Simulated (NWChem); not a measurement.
Species: SiHBrCl2; SMILES Cl[SiH](Cl)Br

```xyz
5

Si     0.5304     0.4807     0.0000
Cl    -0.1910     1.4218     1.6688
Cl    -0.1910     1.4218    -1.6688
Br    -0.1195    -1.6251     0.0000
H      2.0062     0.5381     0.0000
```
Atoms are numbered in this order, from 1.

All runs: NWChem. Geometry optimised at PBE0/def2-SVP; all other runs use it. This build's default masses of Se (78.918 u) and Br (79.917 u) are each other's, which moves their modes by up to 0.6 %.

```json
[
 {"quantity": "dipole in solution (D) in water", "level": "PBE0/def2-SVP, SMD", "value": "1.27"},
 {"quantity": "isotropic polarisability (bohr³), static", "level": "PBE/def2-SVPD", "value": "76.5"},
 {"quantity": "vertical ionisation energy, ΔSCF (eV)", "level": "PBE/def2-SVP", "value": "10.49"},
 {"quantity": "vertical, lowest excitation, singlet (eV)", "level": "PBE/def2-SVPD, TDA", "value": "6.08"},
 {"quantity": "dipole (D)", "level": "PBE0/def2-SVP", "value": "0.91"},
 {"quantity": "highest harmonic frequency (cm⁻¹)", "level": "PBE0/def2-SVP", "value": "2318"}
]
```
